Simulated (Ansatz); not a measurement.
Basis sets compared for Cu(PH3)(SH) (CuPH4S). Charge 0, multiplicity 1. Geometry PBE-D4/def2-TZVP. Ansatz on 4 threads of Arm Neoverse V2 on a shared host; times are rough, and most runs start from earlier orbitals.

```csv
atom,x (Å),y (Å),z (Å)
Cu1,0.2521,-0.8583,0.2496
P2,0.0278,1.2433,-0.2167
H3,-0.2902,1.6563,-1.5406
H4,1.1343,2.1125,-0.0125
H5,-0.9501,2.0283,0.4558
S6,0.5360,-2.9185,0.7381
H7,-0.7098,-3.2636,0.3263
```

The 6-31G sets use Cartesian d functions.

Binding counts from free atoms (Cu doublet, P quartet, H doublet, S triplet) in the same basis, without a counterpoise term.

```json
{"level": "HF/STO-3G", "functions": "40", "energy (Eh)": "-2352.6644", "HOMO (eV)": "-2.65", "LUMO (eV)": "4.23", "binding per atom (eV)": "–", "wall time": "0.25 s"}
{"level": "HF/6-31G", "functions": "63", "energy (Eh)": "-2379.1172", "HOMO (eV)": "-8.17", "LUMO (eV)": "1.97", "binding per atom (eV)": "1.54", "wall time": "0.25 s"}
{"level": "PBE-D4/def2-SVP", "functions": "87", "energy (Eh)": "-2381.4578", "HOMO (eV)": "-4.32", "LUMO (eV)": "-1.24", "binding per atom (eV)": "2.72", "wall time": "0.55 s"}
{"level": "PBE0-D4/def2-SVP", "functions": "87", "energy (Eh)": "-2381.5269", "HOMO (eV)": "-5.39", "LUMO (eV)": "-0.41", "binding per atom (eV)": "2.63", "wall time": "0.75 s"}
```

Task: Estimate the rows for HF/def2-TZVP (with forces), PBE-D4/def2-TZVP, PBE0-D4/def2-TZVP.

Result: 
```json
{"level": "HF/def2-TZVP (with forces)", "functions": "143", "energy (Eh)": "-2379.5826", "HOMO (eV)": "-8.16", "LUMO (eV)": "1.92", "binding per atom (eV)": "1.74", "wall time": "1 s"}
{"level": "PBE-D4/def2-TZVP", "functions": "143", "energy (Eh)": "-2381.9785", "HOMO (eV)": "-4.76", "LUMO (eV)": "-1.74", "binding per atom (eV)": "2.70", "wall time": "0.85 s"}
{"level": "PBE0-D4/def2-TZVP", "functions": "143", "energy (Eh)": "-2382.0336", "HOMO (eV)": "-5.79", "LUMO (eV)": "-0.90", "binding per atom (eV)": "2.63", "wall time": "1.3 s"}
```
